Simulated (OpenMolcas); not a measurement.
## d5 ions of charge +3 down a group with 6 chloride ligands in octahedral coordination

| Property | Result |
| --- | --- |
| Program | OpenMolcas 26.06 |
| Method | CASSCF |
| Spin-orbit coupling | state interaction with AMFI integrals over the reference wave functions |

The d shell is active. Anionic complexes are neutralised by point charges behind the ligands. Distances were set from a Shannon-type radius of the metal (high-spin where two are listed) plus a fixed donor radius (Cl 1.76 Å). Ligand basis ANO-RCC-VDZP, DKH2 Hamiltonian. States (labels of O, the rotations of Oh). Energies in cm-1 above the lowest state or level, χT in cm3 K/mol; 10Dq and B are least-squares fits to the states below 45000 cm-1, weighted by degeneracy, with a free offset, and given where the rms deviation is under 5 % of |10Dq| (or 100 cm-1) and under 700 cm-1. Spin-only χT is S(S+1) / 2 for the spin of the ground state.

| Ion | Shell | R (Å) | Metal basis | Outer charge (e at Å behind ligand) | Ground state | 10Dq | B (rms of fit) | First gap with spin-orbit (degeneracies) | χT at 300 K | First state of another spin | Spin-only χT |
| --- | --- | --- | --- | --- | --- | --- | --- | --- | --- | --- | --- |
| Fe3+ | 3d5 | 2.41 | ANO-RCC-VTZP | 0.5 at 2.4 | 6A1 | 8082 | 1171 (400) | 28350 (6, 2) | 4.385 | 4T1 28431 | 4.375 |
| Ru3+ | 4d5 | 2.44 | ANO-RCC-VTZP | 0.5 at 2.6 | 6A1 | 15818 | 670 (607) | 6.9 (2, 4) | 4.319 | 2T2 7518 | 4.375 |

The rows also differ in their outer charges, so part of each step comes from that.

|10Dq| changes by a factor of 15818 / 8082 = 1.96 from Fe3+ to Ru3+.

B goes from 1171 cm-1 (Fe3+) to 670 cm-1 (Ru3+).

Every ion keeps the highest spin of its shell. χT departs most from the spin-only value for Ru3+, by -0.056 cm3 K/mol.

Without dynamic correlation the repulsion within the d shell is too large (B by tens of per cent), so at a given field states of lower spin stand too high. Ligand-to-metal charge-transfer states are missing. With no ligand orbital active B as a rule stays too high, so bands that hang on it stand too high and its fall with covalency is understated. With metal d orbitals alone and no dynamic correlation the field as a rule comes out too small, by tens of per cent, by up to half for chloride and softer ligands (holds for Fe3+). This shell can be high or low spin here, a state of another spin lies low, and with metal d orbitals alone active their balance is uncertain, so the ground spin may be wrong (holds for Ru3+). The least metal-like active orbital is 81 % on the metal (Löwdin) and no ligand orbital is active, so the numbers are rough (holds for Ru3+). With metal d orbitals alone the field can be off either way by tens of per cent (holds for Ru3+). No measured value stands beside these numbers; the geometry is a model, was not optimised and need not be the one that this ion takes.
